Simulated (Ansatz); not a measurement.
Geometry optimisation, Ansatz, RKS PBE-D4/def2-mTZVP.

input.yaml

```yaml
crystal:
  periodic: [false, false, false]
  atoms:
    - { symbol: Al, position_ang: [-0.057538, 0.241272, -0.195131] }
    - { symbol: F, position_ang: [-0.14333, 0.217504, 1.487532] }
    - { symbol: Cl, position_ang: [1.736544, 0.839676, -1.096384] }
    - { symbol: O, position_ang: [-1.441937, 0.117755, -1.177206] }
    - { symbol: H, position_ang: [-2.295728, -0.164672, -0.810106] }
    - { symbol: "N", position_ang: [0.57839, -2.5015, 1.095102] }
    - { symbol: H, position_ang: [-0.028727, -3.317006, 1.187141] }
    - { symbol: H, position_ang: [1.543957, -2.803797, 1.233827] }
    - { symbol: H, position_ang: [0.344168, -1.823931, 1.850726] }
basis:
  gaussian: { orbitals: def2-mTZVP }
hamiltonian:
  xc: pbe
  dispersion: d4
relax:
  f_tol: 0.03
  max_steps: 50
```

Run as:

```bash
$ ansatz run input.yaml --threads 4 --pin off --max-ram 5120MiB --backend cpu --events-out ev --progress --plain --runs-dir out
```

Question: Where does it end, and by what steps?

Answer: It converged. After 13 steps the energy has fallen by 1.222 eV; O4 moved furthest, 1.03 Å. Joined: Al1–N6 (3.10 → 2.01 Å).

| step | energy less start (eV) | largest force component (eV/Å) | accepted |
| --- | --- | --- | --- |
| 0 | 0.0000 | 1.033 | yes |
| 1 | -0.2264 | 0.885 | yes |
| 2 | -0.5502 | 1.566 | yes |
| 3 | -0.9155 | 0.900 | yes |
| 4 | -1.0783 | 0.972 | yes |
| 5 | -1.0906 | 0.891 | yes |
| 6 | -1.1639 | 0.345 | yes |
| 7 | -1.1863 | 0.275 | yes |
| 8 | -1.1962 | 0.111 | yes |
| 9 | -1.2033 | 0.203 | yes |
| 10 | -1.2044 | 0.428 | yes |
| 11 | -1.2079 | 0.437 | yes |
| 12 | -1.2169 | 0.121 | yes |
| 13 | -1.2217 | 0.029 | yes |

```xyz
9
Properties=species:S:1:pos:R:3
Al 0.000 -0.206 0.230
F -0.183 0.669 1.660
Cl 1.753 0.331 -0.883
O -1.405 -0.744 -0.618
H -2.058 -0.152 -1.018
N 0.481 -2.021 0.953
H -0.163 -2.711 0.548
H 1.440 -2.309 0.731
H 0.371 -2.050 1.972
```

Whether the end is a true minimum wasn't checked by a vibrational analysis.

The run took 24 s on 4 threads of Arm Neoverse V1 (shared host), peak memory 0.15 GiB.
